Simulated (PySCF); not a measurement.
**Correlation energy of Sb (antimony, neutral)**

[Kr] 4d10 5s1 5p3 6s1, high-spin 6S determinant (an excited configuration). All numbers are calculated (PySCF 2.14, scalar relativity through the core potential, in aug-cc-pVTZ-PP with one added diffuse shell each of d, f type with ECP28MDF (6s5p5d3f, 67 functions)). Frozen: 4s2 4p6 4d10; 5 electrons correlated.

| level | correlation energy (mhartree) |
| --- | --- |
| CCSD | -31.10 |
| (T) | -0.68 |
| CCSD(T) | -31.78 |

Diagnostics: T1 = 0.010, D1 = 0.0311, largest double amplitude 0.024.

The outer electron is Rydberg-like, and this basis confines it to a smaller radius and binds it less than a complete one would.

Cost of the coupled-cluster step: roughly 1.6 core-seconds, for 5 correlated electrons.

Iterations:

```
CC2 = 0
CCSD nocc = (np.int64(5), np.int64(0)), nmo = (58, 58)
frozen orbitals [[0, 1, 2, 3, 4, 5, 6, 7, 8], [0, 1, 2, 3, 4, 5, 6, 7, 8]]
max_cycle = 100
direct = 0
conv_tol = 1e-08
conv_tol_normt = 1e-06
diis_space = 8
diis_start_cycle = 0
Init t2, MP2 energy = -0.023754628630669
Init E_corr(UCCSD) = -0.0237546286371525
cycle = 1  E_corr(UCCSD) = -0.0291102764664439  dE = -0.00535564783  norm(t1,t2) = 0.035368
cycle = 2  E_corr(UCCSD) = -0.0304860855453934  dE = -0.00137580908  norm(t1,t2) = 0.0129162
cycle = 3  E_corr(UCCSD) = -0.0311516231605727  dE = -0.000665537615  norm(t1,t2) = 0.00547516
cycle = 4  E_corr(UCCSD) = -0.031099459031329  dE = 5.21641292e-05  norm(t1,t2) = 0.000795945
cycle = 5  E_corr(UCCSD) = -0.0311006633663265  dE = -1.204335e-06  norm(t1,t2) = 7.09118e-05
cycle = 6  E_corr(UCCSD) = -0.0311002827305887  dE = 3.80635738e-07  norm(t1,t2) = 8.28525e-06
cycle = 7  E_corr(UCCSD) = -0.0311004129327335  dE = -1.30202145e-07  norm(t1,t2) = 1.41519e-06
cycle = 8  E_corr(UCCSD) = -0.0311003866111061  dE = 2.63216275e-08  norm(t1,t2) = 2.59561e-07
cycle = 9  E_corr(UCCSD) = -0.0311003879435922  dE = -1.3324861e-09  norm(t1,t2) = 3.15589e-08
UCCSD converged
E(UCCSD) = -238.9518265842361  E_corr = -0.03110038794359218
UCCSD(T) correction = -0.000683595374217486
```
